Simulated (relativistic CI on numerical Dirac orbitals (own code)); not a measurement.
In³⁺: what numerical and physical settings do to a radial Dirac CI calculation

Reference input:

```
atom In  Z=49  charge=3  electrons=46
nucleus A=115  rms_radius_fm=4.6156
hamiltonian dirac-coulomb  breit=on  qed=on  c_scale=1
orbitals kli  potential=per-configuration
slater_scale 1
correlation none
mixing on
grid step=0.0125 r_max=37.3
scf mixing=0.4 start=green max_iterations=150 tolerance=2e-08 node_fill=0.05
configurations
  [Kr] 4d10
end
```

Computed lowest total energy -5871.74780 Ha, 11 SCF steps. Runs with settings changed; * marks those that are bad on purpose:

```csv
Changed,Outcome,Lowest level,ΔE (Ha),First excitation (cm⁻¹),SCF steps,Message
iteration limit 30,converged,4d10 1S_0,0,,11,
Breit term off,converged,4d10 1S_0,-4.12,,11,
grid step 0.04,converged,4d10 1S_0,0.000486,,11,
nuclear radius 4.154 fm,converged,4d10 1S_0,-0.0249,,11,
iteration limit 2 *,not converged,,,,2,SCF of 1s2 2s2 2p6 3s2 3p6 3d10 4s2 4p6 4d10 did not converge
charge 5 *,refused,,,,0,"configuration [Kr] 4d10 has 46 electrons, the ion has 44"
```

With so few configurations and no correlation, terms lie too far apart (by 10 to 50 % near neutrality), their order can be wrong, and levels of other configurations are missing.
